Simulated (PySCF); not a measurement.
## Correlation energy of Br²⁺ (bromine, charge +2)

[Ar] 3d10 4s2 4p3, high-spin 4S determinant. All numbers are calculated (PySCF 2.14, the non-relativistic Hamiltonian (point nucleus), in def2-TZVP (6s5p4d1f, 48 functions)). Frozen: [Ar] 3d10; 5 electrons correlated.

MP2 pair energies summed by pair of shells (mhartree):

```
 pair  energy  share (%)
4s-4p  -53.28       67.0
4p-4p  -17.63       22.2
4s-4s   -8.62       10.8
```

Total MP2 correlation energy: -79.53 mhartree.

Same-spin part -20.63 and opposite-spin part -58.91 mhartree; SCS-MP2 scales them by 1/3 and 6/5 to -77.57 mhartree.

```
  level  correlation energy (mhartree)
   CCSD                         -94.80
    (T)                          -2.45
CCSD(T)                         -97.25
```

Diagnostics: T1 = 0.0017, D1 = 0.0033, largest double amplitude 0.052.

Cost of the coupled-cluster step: 0.55 s of wall time on 1 thread of Neoverse-V1 (shared host), for 5 correlated electrons.

Iterations:

```
CC2 = 0
CCSD nocc = (np.int64(4), np.int64(1)), nmo = (34, 34)
frozen orbitals [[0, 1, 2, 3, 4, 5, 6, 7, 8, 9, 10, 11, 12, 13], [0, 1, 2, 3, 4, 5, 6, 7, 8, 9, 10, 11, 12, 13]]
max_cycle = 100
direct = 0
conv_tol = 1e-08
conv_tol_normt = 1e-06
diis_space = 8
diis_start_cycle = 0
Init t2, MP2 energy = -0.0795340315446717
Init E_corr(UCCSD) = -0.0795340315451039
cycle = 1  E_corr(UCCSD) = -0.091797015759098  dE = -0.0122629842  norm(t1,t2) = 0.0320496
cycle = 2  E_corr(UCCSD) = -0.0940391516342895  dE = -0.00224213588  norm(t1,t2) = 0.0083359
cycle = 3  E_corr(UCCSD) = -0.0948163258846674  dE = -0.00077717425  norm(t1,t2) = 0.00276595
cycle = 4  E_corr(UCCSD) = -0.0947999987871278  dE = 1.63270975e-05  norm(t1,t2) = 0.000318166
cycle = 5  E_corr(UCCSD) = -0.0947993537668535  dE = 6.45020274e-07  norm(t1,t2) = 2.49445e-05
cycle = 6  E_corr(UCCSD) = -0.0947992617212911  dE = 9.20455624e-08  norm(t1,t2) = 3.07228e-06
cycle = 7  E_corr(UCCSD) = -0.0947993069065719  dE = -4.51852808e-08  norm(t1,t2) = 6.16809e-07
cycle = 8  E_corr(UCCSD) = -0.0947992983027319  dE = 8.60383995e-09  norm(t1,t2) = 6.36642e-08
UCCSD converged
E(UCCSD) = -2571.352861632146  E_corr = -0.09479929830273194
UCCSD(T) correction = -0.00244727237257134
```
